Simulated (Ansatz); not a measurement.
Program: Ansatz. Geometries: PBE0-D4/def2-TZVP. ΔE: electronic, gas phase. CBS: MP2 limit from def2 TZ/QZ plus the TZ coupled-cluster correction, frozen cores. This one scheme is used for every species. Functionals use def2-TZVPP. For Ge outer-core shells are correlated without core-valence functions, which leaves a few kJ/mol of doubt a bond. Scalar relativity is left out up to krypton. Each species was taken in one conformer, which may not be the lowest.

`[BH2][GeH2][SiH2][SiH3]` + `BO` → `BOB` + `[SiH3][SiH2][GeH3]`  (cleavage of the B–Ge bond)

```json
{"level": "B2PLYP", "ΔE (kcal/mol)": "-28.6"}
{"level": "SCS-MP2/def2-TZVPP", "ΔE (kcal/mol)": "-28.5"}
```

**Question.** What does CCSD(T)/CBS give? (Estimate.)

**Answer.** The calculation gave: -26.5 kcal/mol. The listed levels differ from it by -2.1, -2.0 kcal/mol.

Largest T1 diagnostic among the species: 0.014.

In def2-TZVPP, CCSD(T) changes the Hartree–Fock value by +6.4 kcal/mol (the triples alone add +0.7 kcal/mol) and MP2 by +5.9 kcal/mol. The D4 term adds +1.0 kcal/mol with B3LYP and +0.6 kcal/mol with PBE0; it sums over pairs of atoms, weighted by their polarisabilities, and B3LYP, whose exchange is more repulsive, gets the larger term.

B3LYP here is the variant with VWN-RPA as its local correlation; programs differ in this.
